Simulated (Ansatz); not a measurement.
CH9AlSi2 can be A, `C[SiH]([AlH2])[SiH3]`, or B, `[AlH2][SiH2]C[SiH3]`.

Calculated with Ansatz (gas phase, PBE0-D4/def2-TZVP geometries, no zero-point term in ΔE). CBS: MP2 limit from def2 TZ/QZ plus the TZ coupled-cluster correction, frozen cores. DFT in def2-TZVPP. B3LYP here is the variant with VWN-RPA as its local correlation; programs differ in this. One conformer a species, not always the lowest.

Which isomer does CCSD(T)/CBS put lower? Give the gap. (Best estimate.)

Ansatz gave: B, by 1.3 kcal/mol.

Give E(B) − E(A) in kcal/mol with CCSD(T)/def2-TZVPP, r2SCAN-D4, PBE-D4, CCSD/def2-TZVPP, B3LYP-D4, MP2/def2-TZVPP, HF/def2-TZVPP. (An estimate is asked.)

Computed: CCSD(T)/def2-TZVPP -1.1, r2SCAN-D4 -0.9, PBE-D4 0.2, CCSD/def2-TZVPP -0.7, B3LYP-D4 0.0, MP2/def2-TZVPP -2.3, HF/def2-TZVPP 1.7. The order is the other way round with PBE-D4, HF/def2-TZVPP.

Largest T1 diagnostic: 0.012.

The D4 term adds −1.5 kcal/mol with B3LYP and −0.7 kcal/mol with PBE0; it sums over pairs of atoms, weighted by their polarisabilities, and B3LYP, whose exchange is more repulsive, gets the larger term. In def2-TZVPP, CCSD(T) changes the Hartree–Fock value by −2.8 kcal/mol (the triples alone add −0.4 kcal/mol) and MP2 by −4.0 kcal/mol.
